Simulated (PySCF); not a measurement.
PySCF 2.14 output of an unrestricted BP86 calculation on a single atom or ion in ANO-RCC-VTZP, with the spin-free X2C one-electron Hamiltonian (Gaussian nucleus):

```
SCF conv_tol = 1e-09
number electrons alpha = 37  beta = 35
    A. D. Becke.,  Phys. Rev. A 38, 3098 (1988)
    J. P. Perdew.,  Phys. Rev. B 33, 8822 (1986)
cycle= 1 E= -15079.9742999638  delta_E= -0.00834  |g|= 0.71  |ddm|= 0.322
cycle= 2 E= -15079.8524602941  delta_E= 0.122  |g|= 1.46  |ddm|= 0.309
cycle= 3 E= -15080.0130858003  delta_E= -0.161  |g|= 0.0147  |ddm|= 0.209
cycle= 4 E= -15080.013125375  delta_E= -3.96e-05  |g|= 0.00134  |ddm|= 0.017
cycle= 5 E= -15080.0131339657  delta_E= -8.59e-06  |g|= 0.00112  |ddm|= 0.012
cycle= 6 E= -15080.0131391617  delta_E= -5.2e-06  |g|= 0.000572  |ddm|= 0.00961
cycle= 7 E= -15080.0131449842  delta_E= -5.82e-06  |g|= 0.00011  |ddm|= 0.0264
cycle= 8 E= -15080.0131449934  delta_E= -9.14e-09  |g|= 3.59e-05  |ddm|= 0.000447
cycle= 9 E= -15080.0131449941  delta_E= -6.91e-10  |g|= 1.25e-06  |ddm|= 9.27e-05
converged SCF energy = -15080.0131449941  <S^2> = 2.0140619  2S+1 = 3.00936
```

The run itself started from symmetry-adapted Hartree-Fock orbitals and held the occupation by maximum overlap, on a logarithmic radial grid, so the iterations belong to that start.

**Question.** Which element, charge and spin multiplicity is this?

**Answer.** Hf (hafnium, neutral), multiplicity 3; the state was [Xe] 4f14 5d1 6s2 6p1, one real determinant (an excited configuration).

⟨L²⟩ = 8.04 against 12 for a pure F term, so this real determinant mixes terms. Spin-orbit coupling, absent here, splits the open shell strongly.
